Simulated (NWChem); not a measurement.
Species: C5H10; SMILES C=CCCC

```xyz
15

C     -0.2234    -2.3276    -0.2841
C     -0.3544    -1.1202     0.2684
C      0.7465    -0.1152     0.4148
C      0.5402     1.1731    -0.3908
C     -0.6763     1.9906     0.0184
H      0.7399    -2.6768    -0.6718
H     -1.0694    -3.0153    -0.3670
H     -1.3422    -0.8241     0.6443
H      1.7009    -0.5805     0.1184
H      0.8487     0.1524     1.4835
H      0.4718     0.9152    -1.4618
H      1.4463     1.7936    -0.2845
H     -0.6332     2.2674     1.0847
H     -1.6163     1.4404    -0.1432
H     -0.7421     2.9233    -0.5624
```
Atoms are numbered in this order, from 1.

Computed with NWChem. Pople sets run with spherical d functions. The geometry was optimised at PBE0/def2-SVP. B3LYP is NWChem's, with the RPA form of VWN correlation.

Problem. Order these runs by computing time, cheapest first, and give rough ratios: B3LYP/STO-3G; B3LYP/def2-TZVP; B3LYP/def2-SVP.

Solution. B3LYP/STO-3G (1), B3LYP/def2-SVP (4), B3LYP/def2-TZVP (10). Ratios are rough, from one shared machine; the cheapest took roughly 3 core-seconds. What differs between the cheapest and the dearest: highest occupied level (eV) -5.33 → -7.11; orbital gap (eV) 8.71 → 7.14; dipole (D) 0.33 → 0.43.
